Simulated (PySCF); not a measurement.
Some computed properties have been withheld. Give your best values.

Compound: C4H11F2NSi2.
SMILES: `[Si@H](C1(CF)CC1)(F)N[SiH3]`

Conformer (atom-mapped SMILES and torsion angles): `[F:1][CH2:2][C:3]1([Si@@H:4]([F:5])[NH:6][SiH3:7])[CH2:8][CH2:9]1`: F1–C2–C3–Si4 -56°, C2–C3–Si4–F5 -127°, C3–Si4–N6–Si7 -158°.

```tsv
property	level	value
point group of the GFN2-xTB geometry	GFN2-xTB	?
rotational constants A, B, C of the GFN2-xTB geometry	GFN2-xTB	?
dipole moment	PBE0/pcSseg-1	1.53 D
HOMO energy	PBE0/pcSseg-1	?
LUMO energy	PBE0/pcSseg-1	?
13C chemical shifts (computed TMS as zero) by class	GIAO PBE0/pcSseg-1	?
1H chemical shifts (computed TMS as zero) by class	GIAO PBE0/pcSseg-1	?
isotropic shieldings of nuclei other than C and H, by class	GIAO PBE0/pcSseg-1	248 (1 N), 353 (1 F), 406 (1 F), 350 (1 Si), 407 (1 Si) ppm
```

The electronic properties come from PySCF, for the isolated species, density fitting. NMR classes are plain means over equivalent atoms (diastereotopic ones count apart unless rotation or inversion swaps them), as if these changed places fast; in this geometry the members of some classes differ.

What are the 1H chemical shifts (computed TMS as zero) by class?

5.44 (1 H), 5.09 (1 H), 4.86 (3 H), 3.68 (1 H), 0.88 (1 H), 0.75 (1 H), 0.70 (1 H), 0.65 (1 H), 0.33 (1 H) ppm.

What are the 13C chemical shifts (computed TMS as zero) by class?

94.6 (1 C), 13.4 (1 C), 12.4 (1 C), 5.8 (1 C) ppm.

The LUMO energy?

0.45 eV.

What is the point group of the GFN2-xTB geometry?

C1.

What is the HOMO energy?

-7.64 eV.

The rotational constants A, B, C of the GFN2-xTB geometry?

1.747, 0.757, 0.580 GHz.

With B = h/(8π²I), that is 505.379 GHz u Å² over I, the principal moments of inertia are 289.3, 667.9 and 871.5 u Å² (most abundant isotopes). The rotational constants make it an asymmetric top with κ = (2B − A − C)/(A − C) = -0.70, nearer the prolate limit (−1). A dipole of 1.53 D is allowed in C1, and pure rotational transitions are dipole-allowed. The dipole matches unit charges of opposite sign 0.32 Å apart (1 e·Å = 4.8032 D).

One conformer stands for the species.
